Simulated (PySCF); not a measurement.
PySCF 2.14 output of a UHF calculation on a single atom or ion in aug-cc-pCVTZ-DK with one added diffuse shell each of s, p, d, f type (8s7p5d3f, 75 functions), with scalar relativity by spin-free X2C-1e:

```
SCF conv_tol = 1e-09
number electrons alpha = 6  beta = 1
cycle= 1 E= -73.1737060104664  delta_E= -5.61e-05  |g|= 0.00187  |ddm|= 0.00742
cycle= 2 E= -73.1737074856922  delta_E= -1.48e-06  |g|= 0.000338  |ddm|= 0.00117
cycle= 3 E= -73.1737075474445  delta_E= -6.18e-08  |g|= 2.93e-05  |ddm|= 0.000381
cycle= 4 E= -73.1737075495867  delta_E= -2.14e-09  |g|= 5.87e-06  |ddm|= 0.000128
cycle= 5 E= -73.1737075496814  delta_E= -9.47e-11  |g|= 3.54e-07  |ddm|= 3.33e-05
converged SCF energy = -73.1737075496814  <S^2> = 8.7500072  2S+1 = 6.0000024
```

The run itself started from symmetry-adapted Hartree-Fock orbitals and held the occupation by maximum overlap, so the iterations belong to that start.

**Question.** Which element, charge and spin multiplicity is this?

**Answer.** O⁺ (oxygen, charge +1), multiplicity 6; the state was [He] 2s1 2p3 3d1, high-spin 6D determinant (an excited configuration).

The outer electron is Rydberg-like, and this basis confines it to a smaller radius and binds it less than a complete one would.
